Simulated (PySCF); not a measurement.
# Atomic charges by several schemes

Species: C7H7 (charge +1).
Geometry (GFN2-xTB, Å), atoms numbered from 1 in this order:
```xyz
14
C7H7 angstrom
C      2.518    0.207    1.365
C      1.384   -0.193    0.592
C      0.451   -0.561   -0.079
C     -0.640   -1.054   -0.937
C     -1.500   -0.096   -0.303
C     -2.022    1.206   -0.188
C     -2.349    0.290    0.751
H      3.300    0.591    0.711
H      2.903   -0.642    1.931
H      2.228    0.991    2.065
H     -0.874   -2.100   -0.735
H     -0.437   -0.874   -1.992
H     -2.094    2.199   -0.571
H     -2.869    0.036    1.647
```

Density: PBE0/pcSseg-1 (PySCF); schemes: Mulliken, IAO, Hirshfeld and ESP-fitted. Isolated species at its GFN2-xTB geometry (one conformer only).

Atoms with like bonding are taken together and averaged. For which atoms does the sign change between the 4 schemes (beyond +0.03 e in one, beyond −0.03 e in another)?

C2. Atomic charges aren't observables, and each scheme defines them in its own way.

Which atoms carry the highest charge in the Mulliken, IAO, Hirshfeld and ESP-fitted schemes?

The schemes don't all agree: Mulliken H11/H12 (+0.216); IAO H13/H14 (+0.240); Hirshfeld C5 (+0.144); ESP-fitted H13/H14 (+0.240).

Tabulate the Mulliken, IAO, Hirshfeld and ESP-fitted charges.

In e; atoms taken as equivalent share a row and are averaged (×n: the atom named and its like, n in all):

```
     atom                 environment  Mulliken     IAO  Hirshfeld  ESP-fitted
       C1          propargylic carbon    -0.170  -0.449     -0.075      -0.548
       C2               alkyne carbon    -0.120  +0.078     +0.032      +0.205
       C3               alkyne carbon    -0.220  -0.106     -0.051      -0.235
       C4          propargylic carbon    +0.008  -0.270     -0.009      -0.173
       C5     unsaturated ring carbon     0.000  +0.201     +0.144      +0.188
    C6/C7  unsaturated ring CH carbon    +0.107  +0.012     +0.106      +0.001
H8/H9/H10             methyl hydrogen    +0.182  +0.201     +0.085      +0.221
  H11/H12          methylene hydrogen    +0.216  +0.220     +0.103      +0.209
  H13/H14              hydrogen on C6    +0.154  +0.240     +0.143      +0.240
```

Mean size of the charges over all atoms: ESP-fitted 0.209 e, IAO 0.189 e, Mulliken 0.144 e, Hirshfeld 0.091 e. Each set sums to the total charge, 1, to within 0.001 e. The IAO scheme projects the occupied orbitals on a minimal set of polarised atomic orbitals and counts the electrons in each atom's part of it. The Hirshfeld scheme divides the density at each point in proportion to the densities of the neutral, spherically averaged free atoms.

Sum the charges by element.

| element | atoms | Mulliken | IAO | Hirshfeld | ESP-fitted |
| --- | --- | --- | --- | --- | --- |
| C | 7 | -0.286 | -0.523 | +0.252 | -0.561 |
| H | 7 | +1.286 | +1.522 | +0.748 | +1.561 |

How closely do the schemes follow one another over all atoms?

Correlation coefficient and root-mean-square difference: IAO with ESP-fitted 0.97, 0.062 e; IAO with Hirshfeld 0.86, 0.151 e; Hirshfeld with ESP-fitted 0.84, 0.176 e; Mulliken with Hirshfeld 0.79, 0.098 e; Mulliken with IAO 0.73, 0.142 e; Mulliken with ESP-fitted 0.73, 0.160 e.

How many electrons does the IAO scheme count on C7?

Its own charge is +0.012 e, so Z − q = 5.988.

The run behind these numbers computed NMR shieldings as well. Hardware: Intel Xeon Platinum 8375C at 2.90 GHz, one thread, shared host. Cost: 24 s (grids of density and orbitals included), 0.87 GiB resident at most.
